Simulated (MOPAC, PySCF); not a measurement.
[Cd(Cl)(F)], neutral singlet in the gas phase. 

Cartesian coordinates (Å):
```xyz
3

Cd    -0.0078    -0.0055    -0.0243
Cl    -0.9542    -0.2469    -2.0874
F      0.7968     0.1980     1.7247
```
Charge 0, multiplicity 1.

All levels are single points at this geometry (TPSS-D3(BJ)/def2-SVP); Pople sets use spherical d functions. Orbital energies aren't observables, and empty levels follow the basis.

```csv
level,HOMO (eV),LUMO (eV),gap (eV),dipole (D),"vertical IE, Delta-SCF (eV)"
B3LYP-D3(BJ)/def2-TZVP in PySCF,-8.85,-2.77,6.08,0.57,–
PBE-D3(BJ)/def2-TZVP in PySCF,-7.69,-3.33,4.36,0.49,–
TPSSh-D3(BJ)/def2-TZVP in PySCF,-8.33,-2.78,5.54,0.44,–
B3LYP/6-311+G** (LANL2DZ on Cd) in PySCF,-8.89,-2.89,6.00,0.50,–
B3LYP/6-31G* (LANL2DZ on Cd) in PySCF,-8.59,-2.60,6.00,0.31,11.29
B3LYP/LANL2DZ in PySCF,-8.72,-2.85,5.87,0.15,–
BP86/6-31G* (LANL2DZ on Cd) in PySCF,-7.50,-3.20,4.30,0.44,–
M06-2X/6-31G* (LANL2DZ on Cd) in PySCF,-10.24,-1.51,8.73,0.23,–
PBE/6-31G* (LANL2DZ on Cd) in PySCF,-7.38,-3.10,4.28,0.46,10.85
SVWN5/6-31G* (LANL2DZ on Cd) in PySCF,-7.59,-3.40,4.19,0.34,–
HF/6-31G* (LANL2DZ on Cd) in PySCF,-12.28,0.93,13.22,0.11,10.65
PM3 in MOPAC,-11.08,-0.47,10.61,1.45,–
PM7 in MOPAC,-11.79,-2.70,9.09,0.51,–
```
